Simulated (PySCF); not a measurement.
## Nuclear quadrupole coupling in `C#C[C@@]1([SiH](O)O)C[C@@H]1C=C`

C7H10O2Si.
Structure used (GFN2-xTB), in Å, numbered top down from 1:
```
atom  x, y, z in Å
C1     1.7058    2.8365    0.4912
C2     1.1858    1.7563    0.4893
C3     0.5593    0.4742    0.4658
Si4    1.6039   -0.8779   -0.3495
O5     1.1489   -2.2555    0.3944
O6     1.3747   -0.9555   -1.9608
C7    -0.3694    0.1571    1.6053
C8    -0.9625    0.5121    0.2772
C9    -1.6179   -0.5106   -0.5420
C10   -2.5112   -0.2488   -1.4844
H11    2.1674    3.7780    0.5024
H12    3.0319   -0.6405   -0.2149
H13    1.4773   -3.0953    0.0853
H14    0.5819   -0.6249   -2.3748
H15   -0.4220   -0.8739    1.9196
H16   -0.4549    0.8745    2.4087
H17   -1.3883    1.5056    0.1791
H18   -1.3193   -1.5311   -0.3417
H19   -2.9684   -1.0283   -2.0691
H20   -2.8283    0.7587   -1.7011
```

Field gradients from the PBE0/pcSseg-1 density (PySCF, non-relativistic), principal values in atomic units, ordered |Vxx| ≤ |Vyy| ≤ |Vzz|:

```csv
atom,Vxx,Vyy,Vzz
O5,-0.4215,-1.0817,1.5033
O6,-0.4263,-1.0494,1.4756
```

**Question.** Find the asymmetry η = (Vxx − Vyy)/Vzz and the couplings χ = eQV/h (234.96 MHz × Q in barn × V in au), with Q(17O) = −0.0256 b.

**Answer.** 
```csv
atom,environment,nucleus,η,χzz (MHz),χxx (MHz),χyy (MHz)
O5,silanol oxygen,17O,0.44,-9.04,2.54,6.51
O6,silanol oxygen,17O,0.42,-8.88,2.56,6.31
```

**Question.** What is Vzz at O5 in SI units (1 au = 9.71736 × 10²¹ V/m²)?

**Answer.** 1.5033 au = 14.608 × 10²¹ V/m².

**Question.** And the gradient at the other heavy atoms, for which no coupling is worked out here?

**Answer.** 
| atom | environment | Vzz (au) | η |
| --- | --- | --- | --- |
| C1 | terminal alkyne carbon | -0.255 | 0.24 |
| C2 | alkyne carbon | -0.292 | 0.05 |
| C3 | sp3 carbon bound to silicon | 0.241 | 0.15 |
| Si4 | oxygen-bound silicon | -0.376 | 0.43 |
| C7 | three-membered-ring carbon | 0.193 | 0.56 |
| C8 | allylic carbon | 0.194 | 0.23 |
| C9 | alkene CH carbon | 0.342 | 0.53 |
| C10 | terminal =CH2 carbon | 0.283 | 0.40 |

Were the hydrogens deuterons (Q(2H) = 0.00286 b), χzz would run from 110 kHz (H12) to 345 kHz (H13).

The structure is a single GFN2-xTB conformer in the gas phase; no vibrational or solvent corrections. GFN2-xTB frequencies show an imaginary mode (103i cm⁻¹), so this geometry is no minimum at that level. GFN2-xTB bond lengths can be off by several hundredths of an ångström, more for odd bonds, and the gradients follow them. These gradients aren't converged with respect to the basis.
